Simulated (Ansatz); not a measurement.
Mg4S4⁻. Charge -1, multiplicity 2. Geometry r2SCAN-D4/def2-SVPD, basis def2-TZVPD, Ansatz.

```csv
atom,x (Å),y (Å),z (Å)
Mg1,1.7226,-1.5111,-2.6761
Mg2,0.7656,-1.1242,0.3048
Mg3,-1.2904,1.0964,2.1419
Mg4,-1.2030,1.8664,-0.8370
S5,0.1594,0.2875,-1.7293
S6,2.1760,-2.7058,-0.7023
S7,-0.0255,-0.7311,2.5448
S8,-2.3046,2.8218,0.9531
```

```csv
run,HOMO (eV),LUMO (eV)
A,-1.35,1.19
B,-0.89,0.69
C,-2.57,2.42
D,-0.38,0.45
E,-0.38,0.17
```

Another isomer (doublet) lies 0.60 eV lower at PBE0-D4/def2-TZVPD; other spin states weren't run for this one.

HOMO and LUMO are taken over both spins.

Problem. The runs used BHLYP, HF, PBE, PBE0, r2SCAN. Estimate which is which.

Solution. A BHLYP (50 % exact exchange); B PBE0 (25 % exact exchange); C HF (100 % exact exchange); D r2SCAN (0 % exact exchange); E PBE (0 % exact exchange). Exact exchange lowers occupied and raises empty levels; among semilocal functionals meta-GGAs tend to open the gap a little, and such runs are hard to tell apart. The gap grows from 0.56 eV (PBE) to 4.99 eV (HF).
